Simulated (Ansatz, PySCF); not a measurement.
Caution: the highest occupied level lies above zero, so the state may not be bound. This triplet lies 0.10 eV below the relaxed singlet at the level frozen-core CCSD(T)/aug-cc-pVDZ // PBE0-D3(BJ)/def2-TZVPD (Ansatz, an electronic-structure program).

Cartesian coordinates (Å):
```xyz
8

Al     2.0300     0.2795     0.8916
B      0.2093     0.0243     0.0956
Si    -1.5537    -0.2162    -0.6913
H      3.0994    -0.9017     1.2280
H      2.6937     1.7045     1.3170
H     -2.6706    -0.3346     0.3175
H     -2.0465     0.8853    -1.6034
H     -1.7615    -1.4411    -1.5550
```
Charge -1, spin multiplicity 3.

### Question
What highest occupied spin orbital and total energy does PBE-D3(BJ)/def2-TZVPD // PBE0-D3(BJ)/def2-TZVPD (PySCF 2.14.0) give?

### Answer

The highest occupied spin orbital is 0.68 eV and the total energy is -559.4016 Ha.
